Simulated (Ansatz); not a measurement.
Cost and result for the atomization energy of BH6O3P (11 atoms, 9 bonds).

```xyz
11

O    -0.3242   -1.6991    0.5208
B    -1.0765   -0.8088    1.2371
O    -1.9167   -1.3290    2.1747
O    -1.0330    0.5542    1.0670
P     1.3846    0.9152   -1.5706
H     0.2465   -1.2729   -0.1218
H    -2.4039   -0.6379    2.6274
H    -0.4141    0.8334    0.3849
H     2.1019    0.0082   -2.3884
H     0.9282    1.7098   -2.6491
H     2.5072    1.7271   -1.2819
```

Total charge 0; spin multiplicity 1. The bonds changed during the relaxation, so this is another structure than the one it started from. All single points use the PBE0-D4/def2-TZVP geometry. It is one conformer, not always the lowest. Program: Ansatz. All runs use 4 threads of an Arm Neoverse V1 on a shared host. Times are those of one run each, without the atoms' runs, and a repeat can differ threefold. Electronic energies, without spin–orbit coupling; frozen cores. CCSD(T)/CBS adds CCSD(T) − MP2 in def2-TZVPP to the MP2 limit, and its time is that of the two runs behind it. T1 = 0.012. B3LYP takes the VWN-RPA correlation (the form of Gaussian; ORCA's B3LYP/G).

CCSD(T)/CBS is a level of theory with its own doubt, some kJ/mol a heavy atom from the limit and from the frozen cores, so smaller differences don't rank the functionals.

```tsv
level	functions	wall time	atomization (kJ/mol)	difference from CCSD(T)/CBS	per bond
revPBE-D4/def2-TZVPP	250	1.8 s	4030.4	-57.7	-6.4
PBE0-D4/def2-TZVPP	250	2.5 s	4046.9	-41.2	-4.6
BHLYP-D4/def2-TZVPP	250	2.6 s	3938.5	-149.6	-16.6
CAM-B3LYP-D4/def2-TZVPP	250	2.9 s	4113.3	25.2	2.8
B3LYP-D4/def2-TZVPP (with forces)	250	3.8 s	4085.8	-2.3	-0.3
PBE-QIDH/def2-TZVPP	250	4.6 s	4016.8	-71.3	-7.9
B2PLYP/def2-TZVPP	250	4.7 s	4044.5	-43.6	-4.8
CCSD(T)/def2-SVP	104	5.5 s	3827.3	-260.8	-29.0
ωB97X-V/def2-TZVPP	250	7 s	4090.9	2.8	0.3
ωB97M-V/def2-TZVPP (with forces)	250	9.5 s	4108.7	20.6	2.3
MP2/def2-QZVPP	478	19 s	4117.0	28.9	3.2
CCSD(T)/def2-TZVPP	250	2.8 min	3971.5	-116.6	-13.0
CCSD(T)/CBS(def2)	–	3.1 min	4088.1	0.0	0.0
```

From PBE to PBE0 (25 % exact exchange), in def2-TZVPP and without D4, the atomization energy moves by −97.4 kJ/mol: exact exchange takes away binding that semilocal exchange gives to molecules. The D4 term adds +24.8 kJ/mol with B3LYP and +13.3 kJ/mol with PBE0; it sums over pairs of atoms, weighted by their polarisabilities, and B3LYP, whose exchange is more repulsive, gets the larger term. In def2-TZVPP, CCSD(T) changes the Hartree–Fock value by +1070.8 kJ/mol (the triples alone add +58.9 kJ/mol) and MP2 by +1147.2 kJ/mol; breaking electron pairs costs correlation energy, which Hartree–Fock lacks.
